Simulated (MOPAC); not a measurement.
Input file for MOPAC: PM6 on H4Se2Si (SMILES [SiH3][Se][SeH]), a point of a torsion scan.

```
PM6 1SCF PRECISE CHARGE=0 THREADS=1
H4Se2Si

Si    -1.03431816 1    -0.13316290 1     0.07712807 1
Se     0.43607431 1     1.61047599 1    -0.28142433 1
Se     2.45729239 1     0.52386533 1     0.00700177 1
H     -0.75413944 1    -1.18951291 1    -0.88943624 1
H     -2.33139102 1     0.49931463 1    -0.10548353 1
H     -0.82186853 1    -0.61184091 1     1.44293572 1
H      2.23407084 1     0.10286636 1     1.38406782 1
```

The log:

```
*******************************************************************************
 **                                                                           **
 **                              MOPAC v23.2.5                                **
 **                                                                           **
 *******************************************************************************
 ** MOPAC's Digital Object Identifier: https://doi.org/10.5281/zenodo.6511958 **
 **                                                                           **
 ** Please cite the open-source release paper for use of this MOPAC version:  **
 ** J. E. Moussa and J. J. P. Stewart (2026)                                  **
 ** MOPAC: An open-source semiempirical molecular orbital program             **
 ** J. Open Source Softw., 11(119), 8025, https://doi.org/10.21105/joss.08025 **
 *******************************************************************************

                              PM6 CALCULATION RESULTS

 *******************************************************************************
 *  PM6        - The PM6 Hamiltonian to be used
 *
 *
 *
 *                 CHARGE ON SYSTEM = 0
 *
 *
 *
 *  PRECISE    - TIGHTER CRITERIA TO BE USED
 *  1SCF       - DO 1 SCF AND THEN STOP
 *  THREADS=1  - MULTI-THREADING NOT USED
 *  T=         - A TIME OF 172800.0 SECONDS REQUESTED
 *  DUMP=N     - RESTART FILE WRITTEN EVERY 7200.0 SECONDS REQUESTED
 *******************************************************************************
PM6 1SCF PRECISE CHARGE=0 THREADS=1
 H4Se2Si

   ATOM   CHEMICAL          X               Y               Z
  NUMBER   SYMBOL      (ANGSTROMS)     (ANGSTROMS)     (ANGSTROMS)

     1      Si         -1.03431816  *  -0.13316290  *   0.07712807  *
     2      Se          0.43607431  *   1.61047599  *  -0.28142433  *
     3      Se          2.45729239  *   0.52386533  *   0.00700177  *
     4       H         -0.75413944  *  -1.18951291  *  -0.88943624  *
     5       H         -2.33139102  *   0.49931463  *  -0.10548353  *
     6       H         -0.82186853  *  -0.61184091  *   1.44293572  *
     7       H          2.23407084  *   0.10286636  *   1.38406782  *



          CARTESIAN COORDINATES

    NO.       ATOM           X           Y           Z

     1        Si         -1.0343     -0.1332      0.0771
     2        Se          0.4361      1.6105     -0.2814
     3        Se          2.4573      0.5239      0.0070
     4         H         -0.7541     -1.1895     -0.8894
     5         H         -2.3314      0.4993     -0.1055
     6         H         -0.8219     -0.6118      1.4429
     7         H          2.2341      0.1029      1.3841

 General Reference for PM6:
 "Optimization of Parameters for Semiempirical Methods V: Modification of NDDO Approximations
 and Application to 70 Elements", J. J. P. Stewart, J. Mol. Mod., 13, 1173-1213 (2007)
 URL: https://link.springer.com/article/10.1007/s00894-007-0233-4

           Empirical Formula: H4 Si Se2  =     7 atoms



      MOLECULAR POINT GROUP   :   C1


      RHF CALCULATION, NO. OF DOUBLY OCCUPIED LEVELS = 10


 -------------------------------------------------------------------------------
 PM6 1SCF PRECISE CHARGE=0 THREADS=1
 H4Se2Si



     1SCF WAS SPECIFIED, SO BFGS WAS NOT USED
     SCF FIELD WAS ACHIEVED


                              PM6 CALCULATION
                                                       MOPAC v23.2.5 Linux




          FINAL HEAT OF FORMATION =         10.26405 KCAL/MOL =      42.94480 KJ/MOL


          COSMO AREA              =        134.15 SQUARE ANGSTROMS
          COSMO VOLUME            =        129.28 CUBIC ANGSTROMS

          IONIZATION POTENTIAL    =          8.465048 EV
          HOMO LUMO ENERGIES (EV) =         -8.465 -2.093
          NO. OF FILLED LEVELS    =         10
          MOLECULAR WEIGHT        =        190.0371         POINT GROUP:  C1

          MOLECULAR DIMENSIONS (Angstroms)

            Atom       Atom       Distance
            H     7    H     5     4.81865
           Se     2    H     6     3.04434
            H     4   Se     2     2.08835


          SCF CALCULATIONS        =          1





   ATOM   CHEMICAL          X               Y               Z
  NUMBER   SYMBOL      (ANGSTROMS)     (ANGSTROMS)     (ANGSTROMS)

     1      Si         -1.03431816  *  -0.13316290  *   0.07712807  *
     2      Se          0.43607431  *   1.61047599  *  -0.28142433  *
     3      Se          2.45729239  *   0.52386533  *   0.00700177  *
     4       H         -0.75413944  *  -1.18951291  *  -0.88943624  *
     5       H         -2.33139102  *   0.49931463  *  -0.10548353  *
     6       H         -0.82186853  *  -0.61184091  *   1.44293572  *
     7       H          2.23407084  *   0.10286636  *   1.38406782  *

                             CARTESIAN COORDINATES

   1   Si       -1.034318160    -0.133162900     0.077128070
   2   Se        0.436074310     1.610475990    -0.281424330
   3   Se        2.457292390     0.523865330     0.007001770
   4    H       -0.754139440    -1.189512910    -0.889436240
   5    H       -2.331391020     0.499314630    -0.105483530
   6    H       -0.821868530    -0.611840910     1.442935720
   7    H        2.234070840     0.102866360     1.384067820


           Empirical Formula: H4 Si Se2  =     7 atoms



      MOLECULAR POINT GROUP   :   C1


                  EIGENVALUES
 -23.44595 -23.01058 -19.42597 -14.45116 -13.42280 -12.36960 -11.73039 -11.56737
  -9.50062  -8.46505  -2.09324  -0.85448   0.63264   0.65098   0.96637   1.24166
   1.29927   1.76289   3.43010   4.24634   4.30829


              NET ATOMIC CHARGES AND DIPOLE CONTRIBUTIONS

  ATOM NO.   TYPE          CHARGE      No. of ELECS.   s-Pop       p-Pop       d-Pop
    1         Si           0.137540        3.8625     1.23516     2.09101     0.53628
    2         Se          -0.116069        6.1161     1.99652     4.11955
    3         Se          -0.054966        6.0550     1.99067     4.06429
    4          H          -0.010977        1.0110     1.01098
    5          H          -0.011593        1.0116     1.01159
    6          H          -0.020978        1.0210     1.02098
    7          H           0.077044        0.9230     0.92296
 DIPOLE           X         Y         Z       TOTAL
 POINT-CHG.    -0.496    -0.990     0.626     1.271
 HYBRID        -0.086    -0.123     0.444     0.468
 SUM           -0.582    -1.112     1.069     1.649


          ATOMIC ORBITAL ELECTRON POPULATIONS

     Atom    s        px        py        pz      x^2-y^2     xz        z^2       yz        xy
    1 Si   1.23516   0.67230   0.68645   0.73226   0.08208   0.02813   0.13593   0.17463   0.11552
    2 Se   1.99652   1.15500   1.10860   1.85595
    3 Se   1.99067   1.09825   1.77644   1.18961
    4  H   1.01098
    5  H   1.01159
    6  H   1.02098
    7  H   0.92296

 **********************
 *                    *
 * JOB ENDED NORMALLY *
 *                    *
 **********************




 == MOPAC DONE ==
```

The run finished.

Cost: about 0.03 core-seconds (a rough figure).
